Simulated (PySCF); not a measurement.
**`InChI=1S/C7H8O2/c1-3-5-6-9-7(8)4-2/h2-3H,1,5-6H2`**

Geometry:
```csv
atom,x (Å),y (Å),z (Å)
C1,4.394,0.286,1.112
C2,3.233,0.048,0.927
C3,1.825,-0.248,0.788
O4,1.122,-0.612,1.694
O5,1.430,-0.068,-0.476
C6,0.054,-0.306,-0.756
C7,-0.812,0.905,-0.393
C8,-2.228,0.680,-0.817
C9,-3.247,0.604,0.017
H10,5.413,0.497,1.259
H11,0.011,-0.511,-1.828
H12,-0.285,-1.184,-0.195
H13,-0.762,1.069,0.685
H14,-0.407,1.785,-0.901
H15,-2.379,0.568,-1.883
H16,-4.254,0.441,-0.325
H17,-3.114,0.709,1.081
```

Level of theory: GIAO BHandHLYP/pcSseg-1 magnetisability, rotational g tensor and spin-rotation constants, non-relativistic, gas phase in PySCF 2.14.0. Geometry: GFN2-xTB.

Problem. Give the nuclear spin-rotation constants along the inertial axes (H = +C I·J) beside the isotropic shieldings.

Solution. Rotational constants 5.4052, 0.6891, 0.6504 GHz. A star marks the isotopologue with that one atom substituted, in its own axes.
| atom | isotope | Caa (kHz) | Cbb (kHz) | Ccc (kHz) | mean (kHz) | σ (ppm) |
| --- | --- | --- | --- | --- | --- | --- |
| H10 | 1H | 0.056 | -0.081 | -0.068 | -0.031 | 29.5 |
| H11 | 1H | -0.526 | 0.013 | -0.053 | -0.189 | 28.1 |
| H12 | 1H | -0.492 | -0.018 | -0.017 | -0.176 | 27.3 |
| H13 | 1H | -0.455 | 0.002 | -0.061 | -0.171 | 29.2 |
| H14 | 1H | -0.550 | -0.033 | -0.021 | -0.201 | 29.6 |
| H15 | 1H | -0.383 | 0.028 | -0.059 | -0.138 | 26.1 |
| H16 | 1H | 0.413 | -0.073 | -0.064 | 0.092 | 26.6 |
| H17 | 1H | -0.413 | 0.033 | -0.062 | -0.148 | 26.3 |
| C1 | 13C* | 0.547 | 0.221 | 0.191 | 0.319 | 103.3 |
| C2 | 13C* | 0.108 | 0.233 | 0.221 | 0.188 | 108.1 |
| C3 | 13C* | 2.694 | 0.217 | 0.173 | 1.028 | 23.3 |
| O4 | 17O* | -2.726 | -0.469 | -0.058 | -1.084 | -123.0 |
| O5 | 17O* | -1.544 | -0.166 | -0.096 | -0.602 | 122.3 |
| C6 | 13C* | 0.914 | 0.178 | 0.141 | 0.411 | 119.7 |
| C7 | 13C* | 0.828 | 0.136 | 0.109 | 0.357 | 148.5 |
| C8 | 13C* | 2.306 | 0.262 | 0.118 | 0.895 | 44.8 |
| C9 | 13C* | 2.164 | 0.231 | 0.118 | 0.838 | 59.5 |

For the geometry as given, no vibrational averaging.
